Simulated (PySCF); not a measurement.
Be(Br)(OH) (BeBrHO), SMILES [OH][Be][Br].

Coordinates come from a PBE0-D3(BJ)/def2-TZVP optimisation. Other conformers were not sampled.

Computed with PBE/def2-TZVPD (PySCF).

The molecule is in vacuum.

```yaml
total_energy: -2664.39491 hartree
point_group: Cs
highest_occupied_level: -7.34 eV
lowest_empty_level: -1.31 eV
orbital_gap: 6.03 eV
dipole_moment: 1.81 D
quadrupole, principal values (traceless, Buckingham form, about the centre of nuclear charge): -5.30, -2.00, 7.30 D·Å
mean_static_polarisability: 42.5 bohr³ (6.30 Å³)
polarisability_principal_values: 36.7, 36.8, 54.0 bohr³
```
